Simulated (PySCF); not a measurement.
Atoms are numbered as in `[CH3:1][CH2:2][P:3]([C:4]([F:5])([F:6])[F:7])[C:8]([F:9])([F:10])[F:11]`; H(Xn) means a hydrogen on atom n.

- GIAO PBE0/pcSseg-1 shieldings
- GFN2-xTB geometry
- code: PySCF 2.14.0 with density-fitted response routines
- equivalent nuclei averaged, no relativistic terms, one conformer, gas phase

Referencing at the same level of theory: TMS for 13C (σref 186.93) and 1H (σref 31.72); H3PO4 for 31P (σref 318.38); CFCl3 for 19F (σref 170.95).

| atoms | nucleus | count | Hirshfeld charge | δ (ppm) |
| --- | --- | --- | --- | --- |
| H(C1) | 1H | 3 | 0.04 | 1.38 |
| C1 | 13C | 1 | -0.12 | ? |
| C2 | 13C | 1 | -0.12 | 20.4 |
| P3 | 31P | 1 | 0.14 | -2.9 |
| H(C2) | 1H | 2 | 0.04 | 2.42 |
| C4/C8 | 13C | 2 | 0.21 | 138.6 |
| F5/F6/F7/F9/F10/F11 | 19F | 6 | -0.09 | ? |

**Question.** Complete the table.

**Answer.** 
- C1: 10.9 ppm, methyl carbon; saturated and bonded to C and H only
- F5/F6/F7/F9/F10/F11: -69.1 ppm, fluorine of a CF3 group

Shifts are as computed. Against solution values, carbons near 30 ppm lie about +3 ppm off and those near 130 ppm about +5 ppm. Of 1211 compounds with measured shifts, 218 miss one by over three times the rms of a fit or turn the order of signals round; such compounds aren't used in these exercises. Unscaled 19F shifts against computed CFCl3 carry errors that often reach 10 to 50 ppm. Experimental scales use liquid or dissolved standards, which lie at an offset from isolated H3PO4.
